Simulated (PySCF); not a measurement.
Working out the ionisation energy of Ca

Ca [Ar] 4s2 (1S) → Ca⁺ [Ar] 4s1 (2S). All numbers are calculated (PySCF 2.14, the non-relativistic Hamiltonian (point nucleus), in def2-TZVPPD (6s5p3d, 36 functions)). Frozen: [Ne]. Energies in hartree (1 hartree = 27.21139 eV):

```json
{"part": "UHF", "Ca (lower)": "-676.745801", "Ca⁺ (upper)": "-676.557684"}
{"part": "MP2 opposite-spin", "Ca (lower)": "-0.145997", "Ca⁺ (upper)": "-0.122826"}
{"part": "MP2 same-spin", "Ca (lower)": "-0.055403", "Ca⁺ (upper)": "-0.051179"}
```

What does Hartree-Fock give?

(-676.557684) − (-676.745801) = 0.188117 hartree = 5.119 eV.

What do MP2 and SCS-MP2 (6/5 opposite-spin, 1/3 same-spin) give?

The opposite-spin parts differ by 0.631 eV and the same-spin parts by 0.115 eV. MP2: 5.119 + (0.631) + (0.115) = 5.865 eV. SCS-MP2: 5.119 + 1.2 × (0.631) + (0.115)/3 = 5.915 eV.

Measured between the centres of the two terms (NIST): 6.113 eV, so MP2 (valence and next inner shell) is off by -0.248 eV.

The calculation is non-relativistic.

What remains against the reference includes basis incompleteness, the frozen core and correlation beyond second order.
